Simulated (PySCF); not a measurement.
C₆ coefficients of unlike pairs at TPSSh

Calculated with PySCF 2.14 from the dipole response of each species, C₆(A,B) = (3/π) ∫ α_A(iu) α_B(iu) du, in atomic units, from isotropic polarisabilities. For ions this is the dispersion term alone; charge-induced terms of lower order in 1/R come first.

```json
{"species": "P", "configuration": "[Ne] 3s2 3p3 (4S)", "basis": "dyall-av3z (19s12p3d2f)", "relativity": "none", "α (bohr³)": "26.29", "C₆ (like pair)": "196.9"}
{"species": "B⁺", "configuration": "[He] 2s2 (1S)", "basis": "aug-cc-pVDZ-DK (4s3p2d)", "relativity": "spin-free X2C", "α (bohr³)": "10.93", "C₆ (like pair)": "30.54"}
{"species": "I²⁺", "configuration": "[Kr] 4d10 5s2 5p3 (4S)", "basis": "aug-cc-pwCVTZ-DK3 with one added diffuse shell each of s, p, d, f type (11s10p8d5f1g)", "relativity": "spin-free X2C", "α (bohr³)": "13.78", "C₆ (like pair)": "97.27"}
{"species": "Si⁺", "configuration": "[Ne] 3s2 3p1 (2P)", "basis": "aug-cc-pV(D+d)Z (5s4p3d)", "relativity": "none", "α (bohr³)": "19.27", "C₆ (like pair)": "103.9"}
```

Question: Estimate C₆ for I²⁺ with B⁺.

Answer: The integral gives 51.07. The combination rule 2 C_A C_B / (C_A α_B/α_A + C_B α_A/α_B) gives 51.39 and the geometric mean 54.51.

No spin-orbit coupling is included.

The other pairs:

| pair | C₆ |
| --- | --- |
| B⁺, P | 77.37 |
| Si⁺, B⁺ | 56.26 |
| I²⁺, P | 132.5 |
| Si⁺, P | 142.9 |
| Si⁺, I²⁺ | 95.62 |
